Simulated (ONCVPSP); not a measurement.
## Reading a pseudo-wave (beryllium)

Columns: radius, all-electron u(r) and pseudo u(r) of the 2s shell (level -5.61 eV) of beryllium in the configuration [He] 2s2; PBE, scalar-relativistic, ONCV scheme, ONCVPSP 4.0.1.

```
r (bohr)  all-electron  pseudo
   0.090       -0.1841  0.0238
   0.180       -0.2487  0.0485
   0.270       -0.2429  0.0747
   0.360       -0.1965  0.1027
   0.450       -0.1281  0.1327
   0.540       -0.0492  0.1646
   0.630        0.0328  0.1988
   0.720        0.1135  0.2353
   0.810        0.1900  0.2739
   0.900        0.2607  0.3141
   0.990        0.3247  0.3549
   1.080        0.3820  0.3953
   1.170        0.4329  0.4344
   1.260        0.4777  0.4719
   1.350        0.5163  0.5074
   1.440        0.5488  0.5404
   1.530        0.5756  0.5699
   1.620        0.5969  0.5944
   1.710        0.6133  0.6128
   1.800        0.6251  0.6251
   1.890        0.6328  0.6328
   1.980        0.6367  0.6367
   2.070        0.6373  0.6373
   2.160        0.6350  0.6349
   2.250        0.6300  0.6300
   2.340        0.6228  0.6227
```

(1) How many radial nodes do the two functions have?

(2) At about which radius was the pseudo-wave matched?

(3) Where does each function peak?

(4) Is the pseudo-wave norm-conserving?

## Answers

(1) The all-electron 2s function has n − l − 1 = 1; the pseudo-wave has 0, since the states of the same l below it are removed with the core.

(2) 1.80 bohr, where the columns begin to agree (steps of 0.09 bohr).

(3) Outermost all-electron maximum near 2.07 bohr, pseudo maximum near 2.07 bohr (to the table’s step).

(4) Yes: the ONCV scheme keeps the norm inside the radius equal to the all-electron one, which fixes the energy derivative of the logarithmic derivative at the level.
